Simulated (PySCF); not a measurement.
**Curvature of the energy in the electron number along the 4d series, charge +2**

Calculated with PySCF 2.14, in aug-cc-pVTZ-PP with ECP28MDF, ECP: one orbital is emptied in steps, and each cell gives the departure of E from the straight line at half an electron, in eV (from a cubic fit). The exact functional gives zero.

| species | orbital | LDA | PBE | r2SCAN | PBE0 | BHandHLYP | LC-wPBE | wB97X | UHF |
| --- | --- | --- | --- | --- | --- | --- | --- | --- | --- |
| Zr²⁺ | 4d alpha | -1.32 | -1.30 | -1.23 | -0.94 | -0.60 | -0.23 | -0.30 | 0.15 |
| Nb²⁺ | 4d alpha | -1.41 | -1.38 | -1.29 | -0.99 | -0.61 | -0.27 | -0.34 | 0.19 |
| Mo²⁺ | 4d alpha | -1.49 | -1.46 | -1.36 | -1.04 | -0.62 | -0.31 | -0.38 | 0.24 |
| Tc²⁺ | 4d alpha | -1.58 | -1.55 | -1.45 | -1.10 | -0.65 | -0.38 | -0.45 | 0.28 |
| Ru²⁺ | 4d beta | -1.54 | -1.50 | -1.34 | -1.04 | -0.63 | -0.31 | -0.43 | 0.33 |
| Rh²⁺ | 4d beta | -1.63 | -1.59 | -1.50 | -1.11 | -0.64 | -0.39 | -0.48 | 0.38 |
| Pd²⁺ | 4d beta | -1.71 | -1.67 | -1.55 | -1.15 | -0.65 | -0.43 | -0.52 | 0.42 |
| Ag²⁺ | 4d beta | -1.79 | -1.75 | -1.62 | -1.20 | -0.66 | -0.49 | -0.55 | 0.46 |
| Cd²⁺ | 4d beta | -1.89 | -1.84 | -1.73 | -1.26 | -0.68 | -0.56 | -0.62 | 0.51 |

Problem. How does the mean departure depend on the functional?

Solution. LDA -1.60 eV; PBE -1.56 eV; r2SCAN -1.45 eV; PBE0 -1.09 eV; BHandHLYP -0.64 eV; LC-wPBE -0.37 eV; wB97X -0.45 eV; UHF 0.33 eV. Semilocal functionals are convex (delocalisation error), Hartree-Fock is concave or straight, and exact exchange removes curvature roughly in proportion to its share, so among the functionals the range-separated hybrids usually come closest to zero.

No spin-orbit coupling is included.
